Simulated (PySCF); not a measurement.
# Shifts of the heteroatoms

Geometry (Å), atoms numbered from 1 in this order:
```xyz
18

C    -2.013   -0.754    0.114
C    -0.674   -0.960   -0.523
O    -0.280   -2.026   -0.925
C     0.237    0.267   -0.568
C    -0.486    1.594   -0.767
C     0.940    0.212    0.792
C     2.220   -0.567    0.784
O     0.458    0.717    1.773
H    -2.501   -1.713    0.269
H    -1.885   -0.241    1.065
H    -2.639   -0.134   -0.524
H     0.973    0.099   -1.358
H    -1.131    1.556   -1.642
H     0.247    2.384   -0.917
H    -1.076    1.846    0.109
H     2.045   -1.532    0.311
H     2.966   -0.035    0.197
H     2.589   -0.706    1.797
```

[PySCF 2.14: structure optimised with GFN2-xTB; shieldings: GIAO PBE0/pcSseg-1; relativity neglected; equivalent nuclei averaged; single conformer; no solvent]

Question: Predict the 17O NMR data.

Answer: 
```tsv
atoms	environment	σ (ppm)	δ (ppm)
O3/O8	ketone oxygen	-334.1	571.0
```

Shieldings were converted by a linear fit to measured shifts: 17O: δ = 266.70 − 0.911σ (rms 10.7 ppm, 155 shifts, 12.2 ppm with the 3 outliers that the fit left out vs liquid water, solution or neat liquid). A few per cent of atoms miss by over 2 rms, more outside the fitted compound classes.

On a 600 MHz spectrometer 17O resonates near 81.3 MHz, so 1 ppm is 81.3 Hz.
